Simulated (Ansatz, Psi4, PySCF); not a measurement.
CaCl₂, triplet, geometry from GFN2-xTB (such geometries of metal compounds can be far from the true shape) (a higher spin typed on purpose: for a closed-shell molecule this is an excited state), atoms displaced at random by about 0.08 Å a coordinate. Base run: HF/6-31G, gradient (PySCF).

The PySCF input:
```python
from pyscf import gto, scf

mol = gto.Mole()
mol.atom = '''
    Ca    0.97189706   -1.07833613    0.55394944
    Cl    0.22638062    0.80122287   -1.23225008
    Cl   -1.45742634    0.30447410    0.49097367
'''
mol.basis = '6-31g'
mol.spin = 2
mol.verbose = 3
mol.build()

mf = scf.UHF(mol)
mf.kernel()
g = mf.nuc_grad_method()
grad = g.kernel()
```

Programs used: Ansatz (an electronic-structure program), Psi4, PySCF; a row that names a program was run with it.

The coordinate followed is x of atom 2.

Variants of this job, named by their change:

| change | dE/dx (Eh/bohr) | net force (Eh/bohr) |
|---|---|---|
| base | -0.022343 | 0.000000 |
| finite difference step (bohr) = 1e-3; conv_tol = 1e-11 | -0.022344 | - |
| finite difference step (bohr) = 1e-5; conv_tol = 1e-11 | -0.022344 | - |
| finite difference step (bohr) = 0.01; conv_tol = 1e-11 | -0.022345 | - |
| density fitting = on; auxbasis_response = off | -0.022484 | 0.000343 |
| code = psi4 | -0.022460 | 0.000000 |
| conv_tol = 1e-4 | -0.022195 | 0.000000 |
| code = ansatz | -0.026511 | 0.000000 |
| density fitting = on | -0.022371 | 0.000000 |
| finite difference step (bohr) = 1e-4; conv_tol = 1e-11 | -0.022344 | - |
| finite difference step (bohr) = 0.2; conv_tol = 1e-11 | -0.022657 | - |
| conv_tol = 1e-6 | -0.022341 | 0.000000 |

The net force is zero for an exact gradient.

Open shells are given as the SCF converged; they aren't shown to be the lowest states, and a large step between rows can be another state.
